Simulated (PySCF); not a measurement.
**Excitation energy of Zr⁺ by level of theory**

Zr⁺ [Kr] 4d2 5s1 (4F) → Zr⁺ [Kr] 4d2 5p1 (high-spin determinant), as a difference of total energies. All numbers are calculated (PySCF 2.14, scalar relativity through the core potential, in def2-TZVPPD with the def2 core potential (28 electrons) (6s4p3d2f1g, 56 functions)). Correlated levels: valence: 4s2 4p6 frozen. The calculations carry no spin-orbit coupling.

| method | excitation energy (cm⁻¹) |
| --- | --- |
| UHF | 28767 |
| MP2 (valence) | 29157 |
| SCS-MP2 (valence) | 28897 |
| CCSD (valence) | 28592 |
| CCSD(T) (valence) | 28483 |

The coupled-cluster amplitudes are large for the upper state (T1 above 0.03 or a double amplitude above 0.15), so a single reference is strained.

The determinant of the upper state mixes LS terms, which raises its energy above the lowest term, most at the Hartree-Fock and MP2 levels.
